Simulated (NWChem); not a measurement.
System: C₄H₁₁NSi; SMILES C[C@H]1C[SiH2][C@@H]1N

Input file for NWChem:

```
start job
memory heap 200 mb stack 900 mb global 1100 mb
geometry units angstroms noautosym nocenter noautoz
  C      0.402939    -2.253649    -0.109893
  C      0.326465    -0.800157     0.343900
  C      1.579665     0.102950     0.131344
  Si     0.386863     1.587794     0.015260
  C     -0.760579     0.067807    -0.373872
  N     -2.123751    -0.202624     0.039694
  H      1.133201    -2.837654     0.487384
  H     -0.592779    -2.732559    -0.011771
  H      0.709142    -2.313895    -1.175972
  H      0.074635    -0.778930     1.430727
  H      2.362908     0.044926     0.910400
  H      2.047615    -0.100067    -0.855998
  H      0.643066     2.712701    -0.960305
  H      0.078161     2.187330     1.366004
  H     -0.675862    -0.135695    -1.466234
  H     -2.796600     0.238783    -0.597793
  H     -2.303797     0.200872     0.968129
end
basis spherical
  C library def2-svp
  Si library def2-svp
  N library def2-svp
  H library def2-svp
end
dft
  xc pbe0
  iterations 150
end
cosmo
  do_cosmo_smd true
  solvent water
end
task dft energy
```

Parts of the log:

```
             Northwest Computational Chemistry Package (NWChem) 7.3.0
             --------------------------------------------------------

                             Geometry "geometry" -> ""
                             -------------------------

 Output coordinates in angstroms (scale by  1.889725989 to convert to a.u.)

  No.       Tag          Charge          X              Y              Z
 ---- ---------------- ---------- -------------- -------------- --------------
    1 C                    6.0000     0.40293900    -2.25364900    -0.10989300
    2 C                    6.0000     0.32646500    -0.80015700     0.34390000
    3 C                    6.0000     1.57966500     0.10295000     0.13134400
    4 Si                  14.0000     0.38686300     1.58779400     0.01526000
    5 C                    6.0000    -0.76057900     0.06780700    -0.37387200
    6 N                    7.0000    -2.12375100    -0.20262400     0.03969400
    7 H                    1.0000     1.13320100    -2.83765400     0.48738400
    8 H                    1.0000    -0.59277900    -2.73255900    -0.01177100
    9 H                    1.0000     0.70914200    -2.31389500    -1.17597200
   10 H                    1.0000     0.07463500    -0.77893000     1.43072700
   11 H                    1.0000     2.36290800     0.04492600     0.91040000
   12 H                    1.0000     2.04761500    -0.10006700    -0.85599800
   13 H                    1.0000     0.64306600     2.71270100    -0.96030500
   14 H                    1.0000     0.07816100     2.18733000     1.36600400
   15 H                    1.0000    -0.67586200    -0.13569500    -1.46623400
   16 H                    1.0000    -2.79660000     0.23878300    -0.59779300
   17 H                    1.0000    -2.30379700     0.20087200     0.96812900

 Effective nuclear repulsion energy (a.u.)     307.4427307694

                                 NWChem DFT Module
                                 -----------------

 Summary of "ao basis" -> "ao basis" (spherical)
 ------------------------------------------------------------------------------
       Tag                 Description            Shells   Functions and Types
 ---------------- ------------------------------  ------  ---------------------
 C                          def2-svp                 6       14   3s2p1d
 Si                         def2-svp                 8       18   4s3p1d
 N                          def2-svp                 6       14   3s2p1d
 H                          def2-svp                 3        5   2s1p

 in cosmo_initialize ...
 calling solv_data for solv:h2o

 solvent parameters
 solvname_short: h2o
 solvname_long:  water
 dielec:       78.4000
 dielecinf:     1.7769
 aqueous SMD model solvent descriptors
 dielec:       78.4000
 sola:          0.8200

          ---------------
          -cosmo- solvent
          ---------------
 Cosmo: York-Karplus, doi: 10.1021/jp992097l
 dielectric constant -eps-     =  78.40
 screen = (eps-1)/(eps    )    =   0.98724
 surface charge correction     = lagrangian

   van der Waals surface
 --------------------------

[...]

                                COSMO-SMD solvation results
                                ---------------------------

             internal energy in gas <Psi(g)|H|Psi(g)> =      -502.640457388780
         internal energy in solvent <Psi(s)|H|Psi(s)> =      -502.639600334563
                               delta internal energy  =         0.000857054217 (    0.54 kcal/mol)
   total free energy in solvent <Psi(s)|H+V/2|Psi(s)> =      -502.647729455053
 polarization energy contribution <Psi(s)|V/2|Psi(s)> =        -0.008129120491 (   -5.10 kcal/mol)
    total free energy in solvent including G(SMD-CDS) =      -502.641668905059
                       G(SMD-CDS) energy contribution =         0.006060549994 (    3.80 kcal/mol)
     1 M fixed-concentration free energy of solvation =        -0.001211516280 (   -0.76 kcal/mol)

                       DFT Final Molecular Orbital Analysis
                       ------------------------------------

 Vector   26  Occ=2.000000D+00  E=-3.198496D-01
              MO Center=  7.2D-02, -1.2D-01,  1.2D-01, r^2= 4.1D+00
   Bfn.  Coefficient  Atom+Function         Bfn.  Coefficient  Atom+Function
  ----- ------------  ---------------      ----- ------------  ---------------
    66      0.250962   5 C  pz               20     -0.224971   2 C  pz
   129     -0.214153  15 H  s               104     -0.195426  10 H  s
   109      0.171911  11 H  s               124     -0.157579  14 H  s
    18     -0.150491   2 C  px               63      0.147099   5 C  s
   130     -0.147107  15 H  s               105     -0.130706  10 H  s

 Vector   27  Occ=2.000000D+00  E=-2.925262D-01
              MO Center=  8.9D-01,  3.2D-01,  5.4D-02, r^2= 3.5D+00
   Bfn.  Coefficient  Atom+Function         Bfn.  Coefficient  Atom+Function
  ----- ------------  ---------------      ----- ------------  ---------------
    33      0.379899   3 C  py               36      0.240850   3 C  py
    19     -0.206619   2 C  py                5      0.183179   1 C  py
    51     -0.177494   4 Si py               50      0.168032   4 Si px
    54     -0.146661   4 Si py              119     -0.139383  13 H  s
    53      0.128546   4 Si px               22     -0.118004   2 C  py

 Vector   28  Occ=2.000000D+00  E=-2.263366D-01
              MO Center= -1.2D+00,  4.6D-02, -5.7D-02, r^2= 3.1D+00
   Bfn.  Coefficient  Atom+Function         Bfn.  Coefficient  Atom+Function
  ----- ------------  ---------------      ----- ------------  ---------------
    79      0.429278   6 N  py               82     -0.384125   6 N  py
    17     -0.298370   2 C  s                65      0.256130   5 C  py
    77      0.200071   6 N  s                45      0.185824   4 Si s
    63      0.180894   5 C  s                50     -0.169253   4 Si px
    68      0.145140   5 C  py               53     -0.130060   4 Si px

 Vector   29  Occ=0.000000D+00  E= 2.797963D-02
              MO Center=  1.7D-01,  1.5D+00,  3.0D-02, r^2= 4.4D+00
   Bfn.  Coefficient  Atom+Function         Bfn.  Coefficient  Atom+Function
  ----- ------------  ---------------      ----- ------------  ---------------
    53      1.109163   4 Si px               31     -0.963967   3 C  s
    63      0.863923   5 C  s                68      0.324727   5 C  py
    36     -0.280369   3 C  py               77      0.259876   6 N  s
    55      0.247493   4 Si pz              110      0.226466  11 H  s
    67      0.215854   5 C  px              140     -0.202239  17 H  s

 Vector   30  Occ=0.000000D+00  E= 6.211823D-02
              MO Center=  5.3D-01,  8.2D-01,  6.3D-02, r^2= 6.6D+00
   Bfn.  Coefficient  Atom+Function         Bfn.  Coefficient  Atom+Function
  ----- ------------  ---------------      ----- ------------  ---------------
    54      1.342095   4 Si py               31      1.235451   3 C  s
    63      0.987559   5 C  s               125     -0.740476  14 H  s
     3      0.567108   1 C  s               105     -0.563913  10 H  s
    17      0.548713   2 C  s               120     -0.518220  13 H  s
   110     -0.512942  11 H  s               115     -0.437519  12 H  s

 Vector   31  Occ=0.000000D+00  E= 6.911475D-02
              MO Center=  4.1D-02,  8.2D-01, -1.4D-01, r^2= 5.9D+00
   Bfn.  Coefficient  Atom+Function         Bfn.  Coefficient  Atom+Function
  ----- ------------  ---------------      ----- ------------  ---------------
    55      0.978588   4 Si pz              120      0.839896  13 H  s
   125     -0.694123  14 H  s                77     -0.650533   6 N  s
   130      0.519517  15 H  s               110     -0.478209  11 H  s
   115      0.379094  12 H  s                54     -0.346548   4 Si py
   135      0.340159  16 H  s                 3      0.330388   1 C  s

     Multipole analysis of the density
     ---------------------------------

     L   x y z        total         alpha         beta         nuclear
     -   - - -        -----         -----         ----         -------
     0   0 0 0     -0.000000    -28.000000    -28.000000     56.000000

     1   1 0 0     -0.181066     -0.582292     -0.582292      0.983517
     1   0 1 0      0.324573      0.163925      0.163925     -0.003277
     1   0 0 1     -0.088615     -0.549755     -0.549755      1.010896

     2   2 0 0    -33.062072   -158.746899   -158.746899    284.431727
     2   1 1 0     -3.316646     -6.560240     -6.560240      9.803834
     2   1 0 1      0.120425     -5.303014     -5.303014     10.726452
     2   0 2 0    -37.623623   -204.042763   -204.042763    370.461903
     2   0 1 1     -0.136537     -1.965863     -1.965863      3.795190
     2   0 0 2    -33.454822    -40.296968    -40.296968     47.139113
```

Level: PBE0/def2-SVP, SMD on the gas-phase geometry. Structure relaxed at the PBE-D3(BJ)/def2-SVP level. Not confirmed as a minimum by frequencies. Solvent: water.
